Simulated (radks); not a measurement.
Values are calculated unless marked as measured or tabulated.
Question: Valence configurations of the thallium ion Tl+. Code: a radial shooting solver on a logarithmic mesh with Libxc functionals. Model: Dirac Kohn-Sham, LDA (Slater exchange, Perdew-Wang correlation), spin-unpolarised, spherical densities, finite nucleus; open shells fill j = l - 1/2 first; Fermi nuclear charge, rms radius 5.4759 fm. Order these by energy: [Xe] 4f14 5d10 6s1 6p1; [Xe] 4f14 5d10 6p2; [Xe] 4f14 5d7 6s1.5 6p3.5; [Xe] 4f14 5d9 6s2 6p1; [Xe] 4f13.5 5d10 6s2 6p0.5; [Xe] 4f14 5d7 6s2 6p3; [Xe] 4f12 5d10 6s2 6p2; [Xe] 4f14 5d9.5 6s2 6p0.5; [Xe] 4f14 5d10 6s1.5 6p0.5; [Hg].

Answer: From the lowest, in eV above it: [Hg] 0.000; [Xe] 4f14 5d10 6s1.5 6p0.5 3.565; [Xe] 4f14 5d9.5 6s2 6p0.5 6.565; [Xe] 4f14 5d10 6s1 6p1 7.167; [Xe] 4f14 5d9 6s2 6p1 13.744; [Xe] 4f14 5d10 6p2 14.491; [Xe] 4f14 5d7 6s2 6p3 51.096; [Xe] 4f14 5d7 6s1.5 6p3.5 56.693; [Xe] 4f13.5 5d10 6s2 6p0.5 56.946; [Xe] 4f12 5d10 6s2 6p2 253.03. NIST lists [Hg] as the ground configuration; this level of theory agrees among the configurations tried. The energies are those of spherical spin-averaged densities, not of single terms.
